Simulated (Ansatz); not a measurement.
In20⁺, relaxed as a doublet with UKS PBE-D4/def2-SVP in Ansatz, starting from a model built from a lattice or polyhedron. Force threshold 0.03 eV/Å.

In the def2 sets In takes a core potential; there is no spin–orbit coupling. Single mean-field runs in def2-SVP are fitted with def2-universal-jkfit. Another isomer (doublet) lies 0.62 eV lower at PBE0-D4/def2-TZVP; other spin states weren't run for this one.

Start:

```xyz
20

In    3.026   -4.413   -2.165
In    1.724   -3.234    0.429
In    0.388   -2.063    3.036
In   -0.951   -0.891    5.639
In    0.341   -2.818   -2.372
In   -1.001   -1.639    0.242
In   -2.310   -0.461    2.833
In   -2.364   -1.174   -2.560
In   -3.664   -0.039    0.003
In   -5.061    0.420   -2.763
In    2.982   -1.330   -1.677
In    1.662   -0.126    0.939
In    0.364    1.026    3.506
In    0.312    0.280   -1.884
In   -1.012    1.466    0.718
In   -2.382    1.907   -2.067
In    2.994    1.809   -1.177
In    1.692    2.975    1.424
In    0.280    3.411   -1.397
In    2.981    4.894   -0.707
```

| step | energy (eV) | largest force component (eV/Å) | SCF passes |
| --- | --- | --- | --- |
| 1 | -103496.6087 | 0.811 | 209 |
| 2 | -103497.3016 | 0.265 | 92 |
| 3 | -103497.4145 | 0.262 | 55 |
| 4 | -103497.4536 | 0.221 | 89 |
| 5 | -103497.5955 | 0.195 | 71 |
| 6 | -103497.6955 | 0.153 | 56 |
| 7 | -103497.7780 | 0.130 | 54 |
| 8 | -103497.8424 | 0.138 | 51 |
| 9 | -103497.9004 | 0.155 | 50 |
| 10 | -103497.9764 | 0.088 | 53 |
| 11 | -103498.0693 | 0.089 | 49 |
| 12 | -103498.1577 | 0.109 | 49 |
| 13 | -103498.2445 | 0.085 | 46 |
| 14 | -103498.3192 | 0.103 | 47 |
| 15 | -103498.3679 | 0.105 | 48 |
| 16 | -103498.3791 | 0.135 | 49 |
| 17 | -103498.3906 | 0.055 | 45 |
| 18 | -103498.3946 | 0.035 | 37 |
| 19 | -103498.3981 | 0.022 | 42 |
| 20 | -103498.4008 | 0.029 | 44 |
| 21 | -103498.4023 | 0.021 | 38 |
| 22 | -103498.4042 | 0.010 | 43 |

Force components are those of the run's own axes.

End:

Cartesian coordinates in Å:
```
In 2.808 -3.862 -2.560
In 1.409 -2.984 0.305
In 0.365 -2.222 3.014
In -1.067 -0.889 5.526
In -0.565 -3.784 -2.235
In -1.466 -1.960 0.330
In -1.354 0.379 2.348
In -2.106 -1.011 -2.493
In -3.494 0.423 0.171
In -5.063 0.279 -2.704
In 3.933 -1.215 -0.877
In 1.872 -0.079 1.248
In 1.361 0.828 4.164
In 1.039 -0.876 -2.167
In -0.528 1.091 -0.665
In -2.710 2.428 -2.441
In 2.574 1.714 -1.118
In 0.708 2.784 1.628
In -0.293 4.084 -1.231
In 2.577 4.871 -0.241
```

Bonds lost: In5–In11, In6–In12, In6–In14, In12–In14, In13–In15, In14–In16, In14–In19, In17–In19 (atoms count from 1). Bonds formed: In2–In14, In7–In18, In8–In15, In15–In17 (atoms count from 1).

The force fell under the threshold at step 19, but the optimiser went on and released 0.006 eV more. No frequencies were taken in this run, so the end may be a saddle point.

Hardware: 5 threads of AMD EPYC 7R13 on a shared host and a share (37 GiB) of an NVIDIA H100 80GB HBM3. Wall time 3.9 min, peak host memory 1.3 GiB.
